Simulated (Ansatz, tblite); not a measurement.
Removing and adding an electron: the cluster Na₅ (the lowest doublet isomer of a short search). The state is a doublet with charge 0. Geometry: PBE/def2-SVP. Ansatz, gas phase; energy differences of separate SCF runs; the oxidised species is a singlet (the triplet lies 0.34 eV higher at PBE0/def2-TZVP); the reduced species is a singlet (the triplet lies 0.26 eV higher at PBE0/def2-TZVPD).

```xyz
5

Na   -1.567    1.465    1.381
Na    1.034   -0.623    0.222
Na    1.083   -1.659   -3.048
Na    0.962    0.478    3.473
Na   -1.512    0.339   -2.028
```

The xTB rows come from tblite. The structure comes from a short search, and lower isomers may exist.

```
            level  −HOMO (eV)  vertical IE (eV)  −LUMO (eV)  vertical EA (eV)  HOMO–LUMO gap (eV)  IE − EA (eV)                                                                                                           remarks
         GFN2-xTB           –              6.33           –              2.03                   –          4.30                                                                                                                 –
 r2SCAN/def2-TZVP        2.83              4.21        1.81                 –                1.03             –                                restricted singlet, untested (+1 singlet), spin-contaminated (⟨S²⟩ 0.87) (doublet)
r2SCAN/def2-TZVPD        2.83                 –        1.81              0.82                1.03             –  HOMO above zero (-1 singlet), restricted singlet, untested (-1 singlet), spin-contaminated (⟨S²⟩ 0.87) (doublet)
  PBE0/def2-TZVPD        3.17                 –        1.69              0.88                1.47             –                                                                         restricted singlet, untested (-1 singlet)
```

Problem. Estimate the rows for GFN1-xTB, PBE/def2-TZVP, PBE/def2-TZVPD, PBE0/def2-TZVP.

Solution. 
| level | −HOMO (eV) | vertical IE (eV) | −LUMO (eV) | vertical EA (eV) | HOMO–LUMO gap (eV) | IE − EA (eV) | remarks |
| --- | --- | --- | --- | --- | --- | --- | --- |
| GFN1-xTB | – | 8.59 | – | – | – | – | – |
| PBE/def2-TZVP | 2.74 | 4.23 | 2.21 | – | 0.53 | – | restricted singlet, untested (+1 singlet) |
| PBE/def2-TZVPD | 2.74 | – | 2.21 | 0.96 | 0.53 | – | HOMO above zero (-1 singlet), restricted singlet, untested (-1 singlet) |
| PBE0/def2-TZVP | 3.17 | 4.19 | 1.69 | – | 1.47 | – | restricted singlet, untested (+1 singlet) |

   A HOMO above zero means that the electron is unbound at that level or that self-interaction error raises the level; the energy of removing that electron tells which. HOMO and LUMO are the levels of the spin that leaves or enters (xTB has no such levels and no spin-polarisation term). Other spin states of the ions may lie lower, which would lower the ionisation energy or raise the affinity. Raw xTB energy differences between charge states are shifted by several eV; the methods need an empirical correction for them.
